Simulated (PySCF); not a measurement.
Gas-phase reaction: SnH3F + 2 F ⇌ SnHF3 + 2 H

Method: PySCF energies plus ideal-gas RRHO corrections (1 bar). † marks an energy on the PBE0/def2-TZVP geometry and frequencies; other levels use their own. MP2 and CCSD(T) freeze the core. Open shells (unrestricted): F (multiplicity 2, electronic degeneracy 6), H (multiplicity 2); the rest are closed-shell singlets. Spin-orbit splitting is ignored; it lowers the true energy and changes the entropy of F. B3LYP is the form with VWN-RPA correlation. Sn: scalar-relativistic def2 core potential, no spin-orbit coupling. SnH3F, SnHF3: computed as isolated molecules; such fragments, hydroxides, amides, oligomers or adducts are transient or little studied in the gas. MP2 isn't extrapolated to the basis-set limit; its ΔH°(298 K) is -379.1 kJ in def2-SVP and -408.8 kJ in def2-TZVPP. CCSD(T) isn't extrapolated to the basis-set limit; its ΔH°(298 K) is -292.8 kJ in def2-SVP and -324.9 kJ in def2-TZVPP. The harmonic model lacks anharmonicity and excited electronic states, which grow with temperature; levels with a mode under 35 cm⁻¹ are left out.

| level | ΔE electronic, kJ | ΔH°(298 K), kJ | ΔS°(298 K), J/K | ΔG°(1800 K), kJ |
|---|---|---|---|---|
| B3LYP/def2-TZVP† | -309 | -329 | -44 | -274 |
| BLYP/def2-TZVP† | -344 | -364 | -44 | -310 |
| CCSD(T)/def2-SVP† | -273 | -293 | -44 | -239 |
| CCSD(T)/def2-TZVPP† | -305 | -325 | -44 | -271 |
| HF/def2-TZVP† | -162 | -182 | -44 | -128 |
| M06-2X/def2-TZVP† | -356 | -376 | -44 | -322 |
| MP2/def2-TZVPP† | -389 | -409 | -44 | -355 |
| PBE/def2-TZVP† | -377 | -397 | -44 | -343 |
| PBE0/def2-SVP† | -293 | -312 | -44 | -258 |
| PBE0/def2-TZVP | -321 | -341 | -44 | -287 |
| LDA/def2-TZVP† | -452 | -472 | -44 | -417 |
ΔH° is lowest at LDA/def2-TZVP† and highest at HF/def2-TZVP†. No reference value is set beside these.
